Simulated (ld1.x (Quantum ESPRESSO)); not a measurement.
## Which change was made? (I, TM)

```json
{"Element": "iodine", "Generator": "ld1.x (Quantum ESPRESSO) 7.5", "Type": "norm-conserving Troullier–Martins (Kleinman–Bylander form)", "Functional": "PBE", "Relativity": "fully relativistic", "Frozen core": "[Kr] 4d10", "Valence charge": "7", "Reference configuration": "5s2 5p4.5 (charge +0.5)", "Partial waves": "5s (bound): rc 1.35 bohr; 5p (bound): rc 2.00 bohr", "Local potential": "all-electron potential smoothed inside 1.15 bohr (lloc = -2)", "Core correction": "none"}
```

Open shells are filled in proportion to 2j + 1 (rel_dist='average').

Cutoffs, loose and tight: the cutoffs (Ry, on a coarse ladder) from which the occupation-weighted sum of valence levels, in a spherical-Bessel basis at the reference potential, stays within 10 and 1 mRy of its value at 400 Ry. They do not see the model core or the augmentation charge, which bear on the density cutoff. Test errors are all-electron minus pseudo excitation energies from the reference, over the configurations 5s2 5p5; 5s2 5p4; 5s2 5p3; 5s2 5p5.3; 5s2 5p2; 5s2 5p1; 5s1 5p5; variants that change the core or the reference have their own tests. The largest error is taken over the tests solved by every variant that gives reliable tests at all, those not shown here included: 5s1 5p5; 5s2 5p2; 5s2 5p3; 5s2 5p4; 5s2 5p5; 5s2 5p5.3.

The base gives: outcome: generated; cutoff, loose: 70 Ry; cutoff, tight: 180 Ry; bound ghosts: s, d; largest test error (meV): +74.

(1) After one change the result is: outcome: generated; cutoff, loose: 70 Ry; cutoff, tight: 180 Ry; bound ghosts: s, d; largest test error (meV): +45. Which change was it?
A. functional LDA (PZ)
B. local potential all-electron potential smoothed inside 0.86 bohr (lloc = -2)
C. wave 5s (bound): rc 1.35 bohr becomes 5s (bound): rc 0.96 bohr
D. scalar-relativistic

Answers

(1) D. The others give: wave 5s (bound): rc 1.35 bohr becomes 5s (bound): rc 0.96 bohr → outcome: failed: run_pseudo: Errors in PS-KS equation | local potential all-electron potential smoothed inside 0.86 bohr (lloc = -2) → outcome: generated; cutoff, loose: 70 Ry; cutoff, tight: 180 Ry; bound ghosts: s, p3/2, p1/2, d; largest test error (meV): -24 | functional LDA (PZ) → outcome: generated; cutoff, loose: 70 Ry; cutoff, tight: 180 Ry; bound ghosts: s, d; largest test error (meV): +141.
